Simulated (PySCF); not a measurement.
Several compounds and their computed core spectra got separated.

Computed with delta-SCF UKS SCAN, pcX-2 on the ionised atom, pcseg-1 elsewhere, spin-free X2C in PySCF 2.14.0. Geometries: PBE0-D3(BJ)/def2-SVP; isolated species, one conformer each.

Line lists (1s up to Mg, 2p3/2 beyond; areas count atoms within a level, one atom standing for each set equivalent by bonding):
1. C 1s: 289.98 (area 1), 290.22 (area 1), 290.52 (area 1), 290.75 (area 1), 291.18 (area 1), 291.81 (area 1) eV; N 1s: 403.39 eV; Si 2p3/2: 106.77 eV
2. B 1s: 199.48 eV; C 1s: 290.89 (area 1), 290.99 (area 1) eV; F 1s: 693.53 eV
3. O 1s: 538.03 (area 1), 538.79 (area 1) eV; Si 2p3/2: 107.70 (area 1), 108.01 (area 1) eV

Structures:
A. `CCB(F)F`
B. `C#C[SiH2]/N=C\C=C/C`
C. `O[SiH2]O[SiH3]`

Q: Match each list to its structure.

A: 
- 1 = B: no other candidate has this set of levels. C 1s: 289.98 alkyne carbon, 290.22 terminal alkyne carbon, 290.52 alkene CH carbon, 290.75 alkene CH carbon, 291.18 allylic carbon, 291.81 C=N carbon; N 1s: 403.39 C=N nitrogen; Si 2p3/2: 106.77 SiH2 silicon.
- 2 = A: no other candidate has this set of levels. B 1s: 199.48 three-coordinate boron; C 1s: 290.89 sp3 carbon bound to boron, 290.99 methyl carbon; F 1s: 693.53 boron-bound fluorine (×2).
- 3 = C: no other candidate has this set of levels. O 1s: 538.03 siloxane oxygen, 538.79 silanol oxygen; Si 2p3/2: 107.70 oxygen-bound silicon, 108.01 oxygen-bound silicon.

For 2p shells one spin-free hole was relaxed; a mean-field spin–orbit operator and the ground-state splitting of the three 2p orbitals were then diagonalised within the shell. The shell's mean is (2 × 2p3/2 + 2p1/2)/3, and the degeneracies 2j + 1 give areas of 2:1. 4 of these hole states are spin-contaminated (⟨S²⟩ up to 0.89, against 0.75; counted from 0.85) and less certain.
